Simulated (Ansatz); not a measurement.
`[SiH3][SnH]([Cl])[I]` + H₂ → `[SiH3][SnH2][Cl]` + HI at 600 K and 1 bar (hydrogenolysis of the Sn–I bond).

Calculated with Ansatz (gas phase, PBE0-D4/def2-TZVP geometries, no zero-point term in ΔE). CCSD(T)/CBS adds triple-zeta CCSD(T) − MP2 to the extrapolated MP2 energy (def2 sets, frozen cores). This one scheme is used for every species. Elements past krypton have def2 core potentials. For I, Sn outer-core shells are correlated without core-valence functions, which leaves a few kJ/mol of doubt a bond.

| species | CCSD(T)/CBS energy (Eh) | H − E (kJ/mol) | S (J/(mol·K)) |
| --- | --- | --- | --- |
| `[SiH3][SnH]([Cl])[I]` | -1262.81979 | 151.0 | 497.8 |
| H₂ | -1.17544 | 43.9 | 150.8 |
| `[SiH3][SnH2][Cl]` | -965.91856 | 159.2 | 434.3 |
| HI | -298.03592 | 31.6 | 227.0 |

H − E and S are ideal-gas, rigid-rotor, harmonic terms from PBE0-D4/def2-TZVP, for one conformer and one mirror image of each species. For small species the MP2-based limit differs from directly extrapolated CCSD(T) by up to some mEh (0.8 for H₂); such offsets cancel only in part. 1 Eh = 2625.50 kJ/mol, R = 8.31446 J/(mol·K).

By hand: ΔE, ΔH, ΔS and ΔG.

ΔE = (-965.91856) + (-298.03592) − (-1262.81979) − (-1.17544) = 0.04075 Eh = 107.0 kJ/mol. Δ(H − E) = 159.2 + 31.6 − 151.0 − 43.9 = -4.1, so ΔH = 102.9 kJ/mol. ΔS = 434.3 + 227.0 − 497.8 − 150.8 = 12.7 J/(mol·K). ΔG = 102.9 − 600 × (12.7)/1000 = 95.3 kJ/mol.

By hand: the equilibrium constant, and the temperature at which ΔG would vanish if ΔH and ΔS stayed fixed.

log₁₀ K = −ΔG/(RT ln 10) = -8.3. ΔG = 0 at ΔH/ΔS = 8102 K, far beyond where these terms or the molecules hold.

The number of gas molecules stays the same, so ΔS is small and ΔH decides. A doubt of 5 kJ/mol in ΔE shifts log₁₀ K by 0.4 here. Other conformers and mirror images would add mixing entropy, several J/(mol·K) or more a flexible species. Modes under 60 cm⁻¹, often nearly free rotors, make the harmonic entropy too high. These are equilibria of isolated gas molecules and say nothing of rates. Largest T1 diagnostic: 0.012 (customary marks: 0.02 for closed shells, 0.045 for open ones).
